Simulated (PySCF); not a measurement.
**Basis-set dependence of population analyses: `CCc1ccncc1`**

Compound: C₇H₉N.
Bonds: C1–C2, C2–C3, C3–C4 (aromatic), C4–C5 (aromatic), C5–N6 (aromatic), N6–C7 (aromatic), C7–C8 (aromatic), C3–C8 (aromatic). Hydrogens: H9, H10, H11 on C1; H12, H13 on C2; H14 on C4; H15 on C5; H16 on C7; H17 on C8.

PBE0 throughout (PySCF), one geometry, spherical d and f functions. The structure is a single PBE0-D3(BJ)/def2-SVP conformer in the gas phase; no vibrational or solvent corrections. Atoms taken as equivalent share a column and are averaged. The first 7 of 10 kinds of atom are listed.

Mulliken charges (e):

```json
{"basis": "STO-3G", "functions": "49", "C1": "-0.228", "C2": "-0.147", "C3": "+0.010", "C4/C8": "-0.093", "C5/C7": "+0.004", "N6": "-0.237", "H9/H10/H11": "+0.082"}
{"basis": "pcSseg-0", "functions": "90", "C1": "-0.625", "C2": "-0.497", "C3": "-0.142", "C4/C8": "-0.230", "C5/C7": "+0.099", "N6": "-0.656", "H9/H10/H11": "+0.236"}
{"basis": "6-31G", "functions": "90", "C1": "-0.483", "C2": "-0.388", "C3": "+0.077", "C4/C8": "-0.176", "C5/C7": "-0.022", "N6": "-0.393", "H9/H10/H11": "+0.173"}
{"basis": "6-31G*", "functions": "130", "C1": "-0.519", "C2": "-0.404", "C3": "+0.160", "C4/C8": "-0.223", "C5/C7": "-0.002", "N6": "-0.385", "H9/H10/H11": "+0.182"}
{"basis": "cc-pVDZ", "functions": "157", "C1": "-0.079", "C2": "-0.023", "C3": "-0.039", "C4/C8": "-0.071", "C5/C7": "+0.119", "N6": "-0.226", "H9/H10/H11": "+0.049"}
{"basis": "def2-SVP", "functions": "157", "C1": "-0.066", "C2": "-0.015", "C3": "-0.064", "C4/C8": "-0.059", "C5/C7": "+0.052", "N6": "-0.173", "H9/H10/H11": "+0.048"}
{"basis": "pcSseg-1", "functions": "181", "C1": "-0.275", "C2": "-0.139", "C3": "-0.192", "C4/C8": "-0.147", "C5/C7": "+0.161", "N6": "-0.414", "H9/H10/H11": "+0.121"}
{"basis": "aug-cc-pVDZ", "functions": "265", "C1": "+0.387", "C2": "+0.413", "C3": "+0.865", "C4/C8": "+1.147", "C5/C7": "-0.065", "N6": "-0.488", "H9/H10/H11": "-0.136"}
{"basis": "6-311+G(2d,p)", "functions": "270", "C1": "-0.589", "C2": "-0.262", "C3": "+0.540", "C4/C8": "-0.187", "C5/C7": "-0.102", "N6": "-0.291", "H9/H10/H11": "+0.150"}
{"basis": "def2-TZVP", "functions": "302", "C1": "-0.380", "C2": "-0.225", "C3": "+0.126", "C4/C8": "-0.145", "C5/C7": "-0.060", "N6": "-0.204", "H9/H10/H11": "+0.127"}
```

IAO charges (e):

```
        basis  functions      C1      C2      C3   C4/C8   C5/C7      N6  H9/H10/H11
       STO-3G         49  -0.388  -0.260  +0.007  -0.153  -0.059  -0.181      +0.136
     pcSseg-0         90  -0.417  -0.270  +0.028  -0.184  -0.026  -0.260      +0.146
        6-31G         90  -0.424  -0.268  +0.040  -0.188  -0.032  -0.265      +0.147
       6-31G*        130  -0.404  -0.255  +0.042  -0.186  -0.006  -0.281      +0.140
      cc-pVDZ        157  -0.403  -0.255  +0.043  -0.190  -0.009  -0.276      +0.140
     def2-SVP        157  -0.393  -0.250  +0.042  -0.186  -0.006  -0.275      +0.137
     pcSseg-1        181  -0.403  -0.255  +0.040  -0.192  -0.008  -0.283      +0.140
  aug-cc-pVDZ        265  -0.415  -0.260  +0.046  -0.195  -0.008  -0.290      +0.144
6-311+G(2d,p)        270  -0.417  -0.262  +0.045  -0.195  -0.008  -0.291      +0.144
    def2-TZVP        302  -0.417  -0.262  +0.046  -0.195  -0.007  -0.290      +0.144
```

Which scheme is steadiest as the basis changes?

Largest range over the bases for any column: IAO 0.11 e, Mulliken 1.38 e. IAO charges move least and Mulliken charges most, counted in e. Without the minimal STO-3G basis the ranges are IAO 0.03, Mulliken 1.38 e.

How much do the charges still move between the two largest bases, 6-311+G(2d,p) and def2-TZVP?

At most, over all atoms: Mulliken 0.415 e, IAO 0.002 e.

What do the same runs give for the total energy, the frontier levels and the dipole moment?

| basis | energy (Eh) | HOMO (eV) | LUMO (eV) | μ (D) |
| --- | --- | --- | --- | --- |
| STO-3G | -322.5455 | -4.68 | 2.21 | 2.49 |
| pcSseg-0 | -325.7853 | -6.99 | -0.65 | 3.03 |
| 6-31G | -326.4348 | -6.86 | -0.33 | 3.03 |
| 6-31G* | -326.5197 | -7.05 | -0.33 | 2.67 |
| cc-pVDZ | -326.5456 | -7.12 | -0.46 | 2.57 |
| def2-SVP | -326.2907 | -7.15 | -0.56 | 2.70 |
| pcSseg-1 | -326.4816 | -7.31 | -0.69 | 2.81 |
| aug-cc-pVDZ | -326.5615 | -7.31 | -0.76 | 2.82 |
| 6-311+G(2d,p) | -326.6106 | -7.35 | -0.76 | 2.84 |
| def2-TZVP | -326.6364 | -7.30 | -0.69 | 2.76 |

The dipole is fixed by the density alone, so its range of 0.54 D shows that the density itself changes with the basis, not only its division among atoms.
